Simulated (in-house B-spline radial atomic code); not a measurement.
Configurations of Kr4+, with energies counted from [Ar] 3d10 4s2 4p2. Computed with a B-spline radial code for spherical atoms: non-relativistic r2SCAN0, spin-polarised, spherical fractional occupations, exact exchange averaged over the configuration, point nucleus. Shells without spins written out take the highest spin.

Occupations are held fixed; configurations that lie above the ionisation limit could autoionise.

```tsv
configuration	E - E(ref) (eV)	highest orbital	its <r> (bohr)
[Ar] 3d10 4s1 4p2 4d1	34.23	4d up	2.002
[Ar] 3d10 4s2 4p1 5d1	42.752	5d up	4.25
[Ar] 3d10 4s1 4p2 5d1	53.964	5d up	4.213
[Ne] 3s2 3p5 3d10 4s2 4p2 5f1	256.07	5f up	5.541
```

**Question.** Order these further configurations by energy, lowest first.
A. [Ar] 3d10 4s1 4p2 4f1
B. [Ar] 3d9 4s2 4p2 5d1
C. [Ne] 3s2 3p5 3d10 4s2 4p3
D. [Ar] 3d10 4s1 4p2 5s1
E. [Ar] 3d10 4s2 4p1 5f1

**Answer.** D (41.299 eV), E (49.661 eV), A (52.723 eV), B (133.81 eV), C (202.54 eV).
